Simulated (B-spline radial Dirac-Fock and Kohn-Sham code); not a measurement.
The Kα1 (K-L3) line from Ga to Sn

Calculated with a radial finite-basis atomic code, using ΔSCF Dirac-Fock with Breit, self-energy and vacuum polarisation, finite nucleus, configuration average. Free neutral atoms. The model has no electron correlation.

The screening constant σ is defined by E = 0.7500·Ry·(Z − σ)², the hydrogen-like form of Moseley's law.

| Z | element | computed (eV) | tabulated (eV) | √E | σ |
| --- | --- | --- | --- | --- | --- |
| 31 | Ga | 9250.9 | 9251.7 | 96.18 | 0.89 |
| 32 | Ge | 9885.6 | 9886.4 | 99.43 | 0.87 |
| 33 | As | 10542.4 | 10543.6 | 102.68 | 0.86 |
| 36 | Kr | 12646.8 | 12650.7 | 112.46 | 0.80 |
| 37 | Rb | 13393.7 | 13395.3 | 115.73 | 0.77 |
| 38 | Sr | 14163.5 | 14165.0 | 119.01 | 0.74 |
| 40 | Zr | 15773.4 | 15775.3 | 125.59 | 0.68 |
| 41 | Nb | 16613.8 | 16615.1 | 128.89 | 0.65 |
| 42 | Mo | 17477.8 | 17479.3 | 132.20 | 0.61 |
| 43 | Tc | 18365.5 | 18367.1 | 135.52 | 0.58 |
| 44 | Ru | 19277.8 | 19279.3 | 138.84 | 0.54 |
| 45 | Rh | 20214.3 | 20216.1 | 142.18 | 0.49 |
| 46 | Pd | ? | ? | ? | ? |
| 47 | Ag | 22161.3 | 22162.9 | 148.87 | 0.40 |
| 48 | Cd | 23172.0 | 23173.7 | 152.22 | 0.35 |
| 49 | In | 24208.0 | 24209.8 | 155.59 | 0.29 |
| 50 | Sn | 25269.5 | 25271.3 | 158.96 | 0.24 |

Q: Estimate the missing row, Pd.

A: Computed 21175.6 eV, tabulated 21177.0 eV, √E = 145.52, σ = 0.45.

Tabulated energies: xraylib 4.2 line table, elements in their standard states.
